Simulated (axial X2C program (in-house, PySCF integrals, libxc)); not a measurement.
# Levels of GaBr⁻ by electron attachment to GaBr (EOM-EA-CCSD)

Computed with an axial X2C code built on PySCF integrals: two-component X2C with atomic mean-field Coulomb and Gaunt terms, Gaussian nuclei, basis Br dyall-acv3z, Ga dyall-acv3z with contracted cores.

R = 2.184 Å (0.920 times 2.374 Å, the PBE0 minimum at charge 0 for the lowest determinant).

Levels of GaBr⁻ obtained by attaching an electron to GaBr:

| Ω | binding energy (eV) | above lowest (cm⁻¹) | attached spinor | one-particle weight |
| --- | --- | --- | --- | --- |
| 1/2 | -0.119 | 0 | 79% Ga pπ, 7% Br dπ, 6% Br pπ | 0.96 |
| 3/2 | -0.153 | 277 | 80% Ga pπ, 6% Br dπ, 6% Br pπ | 0.97 |
| 1/2 | -0.563 | 3577 | 88% Ga pσ, 9% Ga sσ | 0.99 |
| 1/2 | -0.690 | 4605 | 82% Ga sσ, 7% Ga pσ | 0.99 |
| 1/2 | -0.903 | 6324 | 91% Ga pπ | 0.98 |
| 3/2 | -0.920 | 6463 | 90% Ga pπ | 0.98 |
| 1/2 | -2.146 | 16351 | 60% Br pσ, 27% Ga dσ, 6% Br dσ | 0.98 |

Task: Take the first Ω = 1/2 and Ω = 3/2 rows of π character: how far apart are they, and which lies lower?

Result: E(3/2) − E(1/2) = 277 − 0 = 277 cm⁻¹ at EOM-EA-CCSD: regular, Ω = 1/2 lower. Splittings at this level can be off by ten to twenty per cent.

Negative binding energies belong to unbound states, resonances or levels that the basis set holds; within some tenths of an eV of zero the sign is not settled.

This point took 12 s on 1 thread of AMD EPYC 9R14 (Zen 4), on a shared host.

Reference electrons by ω block (each with its −ω partner): 1/2: 22, 3/2: 9, 5/2: 2. 10 electrons of GaBr correlated (inner shells frozen), 92 natural virtual spinors (a truncated set); levels can be off by some tenths of an eV. Roots sought by Ω: (1/2: 5, 3/2: 4, 5/2: 2, 7/2: 1); rows need 60 % one-particle weight and stop where some Ω has no more roots. Missing are any skipped roots, higher Ω and states of a further excitation; these come out far too high here and may in truth be low or lowest. T1 of the reference 0.011 (Lee–Taylor). Number of frozen shells: Br 3 s, 2 p, 1 d; Ga 3 s, 2 p, 1 d.
